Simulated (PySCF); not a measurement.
C₄H₁₅BSi₂, SMILES [SiH]([SiH2]B(C)C)(C)C, GFN2-xTB optimised geometry.

```
22

Si    -1.29    -1.60    -2.05
C     -0.34    -0.85    -3.52
C     -3.14    -1.26    -2.32
Si    -0.58    -0.72     0.00
B     -1.39    -1.71     1.48
C     -0.72    -3.03     2.03
C     -2.78    -1.27     2.08
H     -1.12    -3.07    -2.14
H     -0.45     0.23    -3.56
H     -0.69    -1.25    -4.47
H      0.72    -1.07    -3.45
H     -3.36    -0.19    -2.29
H     -3.75    -1.73    -1.55
H     -3.49    -1.63    -3.28
H      0.90    -0.72     0.00
H     -0.90     0.72     0.00
H      0.37    -2.98     2.06
H     -0.96    -3.84     1.34
H     -1.07    -3.34     3.01
H     -3.42    -0.74     1.37
H     -2.59    -0.57     2.90
H     -3.36    -2.09     2.51
```

Density from PySCF with B3LYP/def2-SVP at that geometry.

Minimum of the electron density along straight lines between bonded atoms, close to the bond critical point (lines longer than 1.1 times the sum of covalent radii, or with two minima, are not listed):

```json
[
 {"bond": "Si1–C2", "length / Å": "1.905", "ρ at the minimum / e bohr⁻³": "0.109", "∇²ρ there / e bohr⁻⁵": "0.31", "position (fraction from the first atom)": "0.38"},
 {"bond": "Si1–C3", "length / Å": "1.907", "ρ at the minimum / e bohr⁻³": "0.109", "∇²ρ there / e bohr⁻⁵": "0.31", "position (fraction from the first atom)": "0.38"},
 {"bond": "Si4–B5", "length / Å": "1.956", "ρ at the minimum / e bohr⁻³": "0.116", "∇²ρ there / e bohr⁻⁵": "0.12", "position (fraction from the first atom)": "0.38"},
 {"bond": "B5–C6", "length / Å": "1.577", "ρ at the minimum / e bohr⁻³": "0.180", "∇²ρ there / e bohr⁻⁵": "-0.14", "position (fraction from the first atom)": "0.32"},
 {"bond": "B5–C7", "length / Å": "1.577", "ρ at the minimum / e bohr⁻³": "0.180", "∇²ρ there / e bohr⁻⁵": "-0.13", "position (fraction from the first atom)": "0.32"},
 {"bond": "Si1–H8", "length / Å": "1.481", "ρ at the minimum / e bohr⁻³": "0.113", "∇²ρ there / e bohr⁻⁵": "0.32", "position (fraction from the first atom)": "0.49"},
 {"bond": "C2–H9", "length / Å": "1.086", "ρ at the minimum / e bohr⁻³": "0.273", "∇²ρ there / e bohr⁻⁵": "-0.97", "position (fraction from the first atom)": "0.62"},
 {"bond": "C2–H10", "length / Å": "1.087", "ρ at the minimum / e bohr⁻³": "0.272", "∇²ρ there / e bohr⁻⁵": "-0.97", "position (fraction from the first atom)": "0.62"},
 {"bond": "C2–H11", "length / Å": "1.086", "ρ at the minimum / e bohr⁻³": "0.273", "∇²ρ there / e bohr⁻⁵": "-0.98", "position (fraction from the first atom)": "0.62"},
 {"bond": "C3–H12", "length / Å": "1.087", "ρ at the minimum / e bohr⁻³": "0.272", "∇²ρ there / e bohr⁻⁵": "-0.97", "position (fraction from the first atom)": "0.62"},
 {"bond": "C3–H13", "length / Å": "1.086", "ρ at the minimum / e bohr⁻³": "0.272", "∇²ρ there / e bohr⁻⁵": "-0.97", "position (fraction from the first atom)": "0.62"},
 {"bond": "C3–H14", "length / Å": "1.086", "ρ at the minimum / e bohr⁻³": "0.272", "∇²ρ there / e bohr⁻⁵": "-0.97", "position (fraction from the first atom)": "0.62"},
 {"bond": "Si4–H15", "length / Å": "1.478", "ρ at the minimum / e bohr⁻³": "0.111", "∇²ρ there / e bohr⁻⁵": "0.33", "position (fraction from the first atom)": "0.49"},
 {"bond": "Si4–H16", "length / Å": "1.480", "ρ at the minimum / e bohr⁻³": "0.111", "∇²ρ there / e bohr⁻⁵": "0.32", "position (fraction from the first atom)": "0.49"},
 {"bond": "C6–H17", "length / Å": "1.089", "ρ at the minimum / e bohr⁻³": "0.272", "∇²ρ there / e bohr⁻⁵": "-0.97", "position (fraction from the first atom)": "0.62"},
 {"bond": "C6–H18", "length / Å": "1.093", "ρ at the minimum / e bohr⁻³": "0.265", "∇²ρ there / e bohr⁻⁵": "-0.91", "position (fraction from the first atom)": "0.62"},
 {"bond": "C6–H19", "length / Å": "1.089", "ρ at the minimum / e bohr⁻³": "0.272", "∇²ρ there / e bohr⁻⁵": "-0.97", "position (fraction from the first atom)": "0.62"},
 {"bond": "C7–H20", "length / Å": "1.089", "ρ at the minimum / e bohr⁻³": "0.272", "∇²ρ there / e bohr⁻⁵": "-0.97", "position (fraction from the first atom)": "0.62"},
 {"bond": "C7–H21", "length / Å": "1.092", "ρ at the minimum / e bohr⁻³": "0.265", "∇²ρ there / e bohr⁻⁵": "-0.92", "position (fraction from the first atom)": "0.62"},
 {"bond": "C7–H22", "length / Å": "1.090", "ρ at the minimum / e bohr⁻³": "0.272", "∇²ρ there / e bohr⁻⁵": "-0.97", "position (fraction from the first atom)": "0.62"}
]
```
